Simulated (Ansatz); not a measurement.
One change: `C[Si](F)(Cl)N=C=O` becomes `C[Si](F)(Cl)[SeH]`.

Ansatz, PBE0-D4/def2-TZVP geometries, multiplicity 1. Each molecule was computed in one conformer, which needn't be the lowest.

Scalar relativity is left out up to krypton.

```
                                        property  `C[Si](F)(Cl)N=C=O`
         HOMO–LUMO gap (ωB97M-V/def2-TZVPP) / eV                13.61
           LUMO energy (ωB97M-V/def2-TZVPP) / eV                 2.21
  zero-point energy (PBE0-D4/def2-TZVP) / kJ/mol                147.9
             HOMO–LUMO gap (PBE/def2-TZVPP) / eV                 6.85
size of the dipole moment (B3LYP/def2-TZVPP) / D                 2.41
           HOMO energy (ωB97M-V/def2-TZVPP) / eV               -11.39
```

Give the same properties after the change, and the shifts. (Best estimate.)

The calculation gave: 
| property | `C[Si](F)(Cl)[SeH]` | shift |
| --- | --- | --- |
| HOMO–LUMO gap (ωB97M-V/def2-TZVPP) / eV | 11.38 | -2.23 |
| LUMO energy (ωB97M-V/def2-TZVPP) / eV | 1.73 | -0.48 |
| zero-point energy (PBE0-D4/def2-TZVP) / kJ/mol | 132.3 | -15.6 |
| HOMO–LUMO gap (PBE/def2-TZVPP) / eV | 5.29 | -1.56 |
| size of the dipole moment (B3LYP/def2-TZVPP) / D | 2.24 | -0.17 |
| HOMO energy (ωB97M-V/def2-TZVPP) / eV | -9.64 | 1.75 |

With PBE0 the HOMO rises by 1.69 eV and the LUMO falls by 0.23 eV, so the gap narrows by about 1.92 eV. PBE moves the HOMO by 1.45 eV and ωB97M-V by 1.75 eV. The zero-point energy changes by -15.6 kJ/mol with -3 modes. Dipoles are sizes alone; their direction can turn.

B3LYP here is the variant with VWN-RPA as its local correlation; programs differ in this.

Spin–orbit coupling is left out; it splits and shifts lone-pair levels of the heavy atoms by tenths of an eV.
